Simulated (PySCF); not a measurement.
The dipole of `C/C([SiH3])=C/F` from its density and from atomic charges.

Coordinates (PBE0-D3(BJ)/def2-SVP, Å) and charges (e) from the PBE0/pcSseg-1 density (PySCF):

```json
{"atom": "C1", "x": "-1.061", "y": "-1.250", "z": "-0.006", "Mulliken": "-0.1958", "IAO": "-0.4002", "Hirshfeld": "-0.1110", "ESP-fitted": "-0.5984"}
{"atom": "C2", "x": "-0.006", "y": "-0.186", "z": "-0.102", "Mulliken": "-0.6147", "IAO": "-0.3193", "Hirshfeld": "-0.1127", "ESP-fitted": "+0.0234"}
{"atom": "Si3", "x": "1.823", "y": "-0.623", "z": "0.018", "Mulliken": "+0.5489", "IAO": "+0.5824", "Hirshfeld": "+0.2942", "ESP-fitted": "+0.3278"}
{"atom": "C4", "x": "-0.344", "y": "1.090", "z": "-0.285", "Mulliken": "+0.3002", "IAO": "+0.1496", "Hirshfeld": "+0.0395", "ESP-fitted": "-0.0779"}
{"atom": "F5", "x": "0.573", "y": "2.056", "z": "-0.391", "Mulliken": "-0.2715", "IAO": "-0.2645", "Hirshfeld": "-0.0742", "ESP-fitted": "-0.1324"}
{"atom": "H6", "x": "-0.939", "y": "-2.008", "z": "-0.797", "Mulliken": "+0.1346", "IAO": "+0.1490", "Hirshfeld": "+0.0465", "ESP-fitted": "+0.1832"}
{"atom": "H7", "x": "-1.002", "y": "-1.787", "z": "0.955", "Mulliken": "+0.1341", "IAO": "+0.1496", "Hirshfeld": "+0.0458", "ESP-fitted": "+0.1814"}
{"atom": "H8", "x": "-2.076", "y": "-0.832", "z": "-0.097", "Mulliken": "+0.1137", "IAO": "+0.1401", "Hirshfeld": "+0.0448", "ESP-fitted": "+0.1644"}
{"atom": "H9", "x": "1.928", "y": "-2.048", "z": "0.458", "Mulliken": "-0.1012", "IAO": "-0.1181", "Hirshfeld": "-0.0786", "ESP-fitted": "-0.0883"}
{"atom": "H10", "x": "2.498", "y": "-0.485", "z": "-1.309", "Mulliken": "-0.0732", "IAO": "-0.1096", "Hirshfeld": "-0.0762", "ESP-fitted": "-0.0827"}
{"atom": "H11", "x": "2.529", "y": "0.244", "z": "1.006", "Mulliken": "-0.0746", "IAO": "-0.1054", "Hirshfeld": "-0.0755", "ESP-fitted": "-0.0793"}
{"atom": "H12", "x": "-1.364", "y": "1.481", "z": "-0.372", "Mulliken": "+0.0995", "IAO": "+0.1464", "Hirshfeld": "+0.0573", "ESP-fitted": "+0.1788"}
```

**Question.** Form Σ q r in debye for every column and set it beside the full dipole.

**Answer.** The full density gives (-1.60, -0.83, 0.06) D, 1.81 D in size; dipole vectors point from the negative to the positive end.

```
    scheme     μx     μy    μz  size (D)  share of the full size (%)  angle to the full dipole (°)
  Mulliken  -1.18  -2.14  0.20      2.46                         136                            34
       IAO  -1.26  -1.83  0.22      2.23                         124                            28
 Hirshfeld  -0.94  -0.39  0.02      1.01                          56                             5
ESP-fitted  -1.60  -0.86  0.07      1.82                         101                             1
```

**Question.** Which set comes closest?

**Answer.** Length of the difference vector: ESP-fitted 0.03 D, Hirshfeld 0.80 D, IAO 1.06 D, Mulliken 1.38 D. Closest: ESP-fitted. The schemes that divide the density aren't constrained to reproduce the dipole.

**Question.** What is left for the Hirshfeld atoms' own dipoles?

**Answer.** The shares of the density sum to the whole, so what Σ q r misses lies in dipoles about the nuclei. The atomic dipoles sum to (-1.60, -0.83, 0.06) − (-0.94, -0.39, 0.02) = (-0.66, -0.44, 0.04) D, 0.80 D in size.

**Question.** With the origin at the mean of the coordinates, (0.213, -0.362, -0.077) Å, which are the largest single terms, by size, of the IAO dipole along the direction of the full one?

**Answer.** Si3 -3.64, C1 -2.96, F5 +1.84, H8 +1.51, H7 +1.27 D; all 12 atoms together +1.97 D. The single terms depend on the origin, their sum doesn't.

**Question.** Give the size of the full dipole in other units.

**Answer.** 1.81 D = 0.710 au = 0.376 e·Å = 6.02 × 10⁻³⁰ C·m.

Geometry: PBE0-D3(BJ)/def2-SVP; no solvent, vibrations or thermal averaging.

These values come from a run that also computed NMR shieldings. Time: 9.2 s of wall time. Hardware: one thread, Arm Neoverse V1, on a shared host.
